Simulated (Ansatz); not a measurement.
Conformers of Cl2FH3OSi2 (`O[Si@H](Cl)[Si@H](F)Cl`), each relaxed with PBE0-D4/def2-TZVP in Ansatz. CBS adds the triple-zeta coupled-cluster correction to the MP2 limit.

Not all of them had a frequency check.

Conformer A:

```xyz
9

O     0.660    1.682    0.968
Si    0.775    0.656   -0.299
Cl    0.206    1.557   -2.064
Si   -0.676   -1.172   -0.042
F    -2.064   -0.590    0.500
Cl    0.070   -2.449    1.372
H    -0.210    1.987    1.233
H     2.202    0.290   -0.408
H    -0.963   -1.960   -1.262
```

Conformer B:

```xyz
9

O    -1.038    1.506    0.883
Si   -1.015    0.304   -0.225
Cl   -2.125   -1.319    0.371
Si    1.185   -0.485   -0.452
F     1.227   -1.911   -1.160
Cl    1.874   -0.689    1.473
H    -0.621    1.338    1.731
H    -1.625    0.863   -1.450
H     2.137    0.393   -1.171
```

Q: Which is lowest in electronic energy at CCSD(T)/CBS (frozen core, def2 sets), and by how much? (An estimate is asked.)

A: Computed: B; A lies 0.8 kJ/mol higher. Gaps under about 2 kJ/mol don't settle the order.

Q: Give the energies relative to B (kJ/mol) with r2SCAN-D4/def2-TZVPP, B2PLYP/def2-TZVPP, r2SCAN/def2-TZVPP, PBE0/def2-TZVPP, HF/def2-TZVPP, SCS-MP2/def2-TZVPP, HF/def2-QZVPP. (Estimate.)

A: Ansatz gave: 
```csv
level,A
r2SCAN-D4/def2-TZVPP,0.9
B2PLYP/def2-TZVPP,-0.5
r2SCAN/def2-TZVPP,0.7
PBE0/def2-TZVPP,-0.3
HF/def2-TZVPP,-1.5
SCS-MP2/def2-TZVPP,0.1
HF/def2-QZVPP,-1.5
```
